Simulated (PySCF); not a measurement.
Gas-phase reaction: TaOF3 + 3 Cl2 → TaOCl3 + 3 ClF

Method: PySCF energies plus ideal-gas RRHO corrections (1 bar). † marks an energy on the PBE0/def2-TZVP geometry and frequencies; other levels use their own. CCSD(T) freezes the core. All species are closed-shell singlets. Ta: scalar-relativistic def2 core potential, no spin-orbit coupling. TaOF3: computed as isolated molecules; such fragments, hydroxides, amides, oligomers or adducts are transient or little studied in the gas. CCSD(T) isn't extrapolated to the basis-set limit.

| level | ΔH°(298 K), kJ |
|---|---|
| BLYP/def2-TZVP† | [?] |
| CCSD(T)/def2-TZVPP† | 400 |
| HF/def2-TZVP† | 421 |
| PBE/def2-SVP | 412 |
| ωB97M-V/def2-TZVP† | [?] |

**Question.** Some entries are withheld; supply them.

**Answer.** 
- BLYP/def2-TZVP†, ΔH°(298 K), kJ: 407
- ωB97M-V/def2-TZVP†, ΔH°(298 K), kJ: 403
